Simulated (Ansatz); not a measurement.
Gas-phase reaction R1 → P1 + P2, each structure at its B3LYP-D3(BJ)/def2-TZVP stationary point, reached from a drawn start (curvature not checked).
R1, F2Y (SMILES [F][Y][F]) (charge 0, multiplicity 2):
```xyz
3

Y      0.004     0.005    -0.695
F      1.682    -0.006     0.356
F     -1.685     0.001     0.338
```
P1, FY (SMILES [F][Y]) (charge 0, multiplicity 1):
```xyz
2

Y     -0.0088    -0.0176    -0.9706
F      0.0088     0.0176     0.9706
```
P2: F atom, charge 0, multiplicity 2.

P less R. No zero-point or thermal terms; singlets are restricted closed shells; open shells are unrestricted; no spin–orbit coupling. The spin states of the d-block species are the ones drawn and need not be the lowest.

Frozen-core correlation throughout.

Codes used: Ansatz (Gaussian basis) for Hartree–Fock, density functionals and correlated methods. Each number belongs to the level named beside it. Elements past Kr take the def2 small-core potentials, without spin–orbit coupling.

### Question
Predict the reaction energy from CAM-B3LYP/def2-TZVPP.

### Answer
6.42 eV

### Question
What is the computed reaction energy (SCS-MP2/def2-QZVPP)?

### Answer
6.50 eV

### Question
Estimate the reaction energy that CCSD(T)/def2-QZVPP returns for this input.

### Answer
6.27 eV

Ansatz is a first-principles code.
